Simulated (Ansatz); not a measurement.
Geometry optimisation, RKS PBE-D4/def2-SVP (Ansatz 0.2.0).

Input:

```yaml
crystal:
  periodic: [false, false, false]
  atoms:
    - { symbol: O, position_ang: [-1.5872, 0.2357, -1.3569] }
    - { symbol: Si, position_ang: [-0.6925, 0.8545, -0.06] }
    - { symbol: Ge, position_ang: [0.4653, -0.8994, 0.8475] }
    - { symbol: S, position_ang: [1.8903, -1.7753, -0.6946] }
    - { symbol: H, position_ang: [-2.0983, 1.0773, -1.7304] }
    - { symbol: H, position_ang: [-1.5675, 1.4594, 0.9627] }
    - { symbol: H, position_ang: [0.2797, 1.8793, -0.541] }
    - { symbol: H, position_ang: [1.55553, -3.11148, -0.77798] }
    - { symbol: H, position_ang: [1.3661, -0.3626, 2.0799] }
    - { symbol: H, position_ang: [2.4788, -0.5595, -0.8753] }
basis:
  gaussian: { orbitals: def2-SVP }
hamiltonian:
  xc: pbe
  dispersion: d4
relax:
  f_tol: 0.02
  max_steps: 50
```

Command:

```bash
$ ansatz run input.yaml --threads 2 --pin off --max-ram 3072MiB --backend cpu --events-out ev --progress --plain --runs-dir out
```

Problem. Where does it end, and by what steps?

Solution. The forces met the threshold. The force dipped under the threshold on the way, but the program's further checks kept it going. After 22 steps the energy has fallen by 3.098 eV; H8 moved furthest, 1.24 Å.

| step | energy less start (eV) | largest force component (eV/Å) | accepted |
| --- | --- | --- | --- |
| 0 | 0.0000 | 2.453 | yes |
| 1 | -0.6044 | 1.135 | yes |
| 2 | -0.9945 | 1.464 | yes |
| 3 | -1.6583 | 1.864 | yes |
| 4 | -2.2196 | 2.267 | yes |
| 5 | -2.5661 | 2.173 | yes |
| 6 | -2.8182 | 2.123 | yes |
| 7 | -3.0195 | 0.837 | yes |
| 8 | -3.0665 | 0.206 | yes |
| 9 | -3.0776 | 0.162 | yes |
| 10 | -3.0863 | 0.058 | yes |
| 11 | -3.0895 | 0.072 | yes |
| 12 | -3.0929 | 0.057 | yes |
| 13 | -3.0908 | 0.431 | no |
| 14 | -3.0951 | 0.077 | yes |
| 15 | -3.0950 | 0.219 | no |
| 16 | -3.0964 | 0.033 | yes |
| 17 | -3.0970 | 0.092 | yes |
| 18 | -3.0974 | 0.103 | yes |
| 19 | -3.0977 | 0.067 | yes |
| 20 | -3.0977 | 0.043 | yes |
| 21 | -3.0980 | 0.015 | yes |
| 22 | -3.0980 | 0.010 | yes |

```xyz
10
Properties=species:S:1:pos:R:3
O -1.833 0.434 -1.247
Si -0.644 0.732 -0.072
Ge -0.053 -1.345 1.092
S 1.495 -1.798 -0.911
H -2.194 1.240 -1.657
H -1.142 1.738 0.954
H 0.556 1.414 -0.730
H 2.517 -2.477 -0.310
H 1.147 -0.484 1.758
H 2.242 -0.658 -1.023
```

The run took 34 s on 2 threads of Intel(R) Xeon(R) 6975P-C (Granite Rapids) (shared host), peak memory 0.17 GiB.
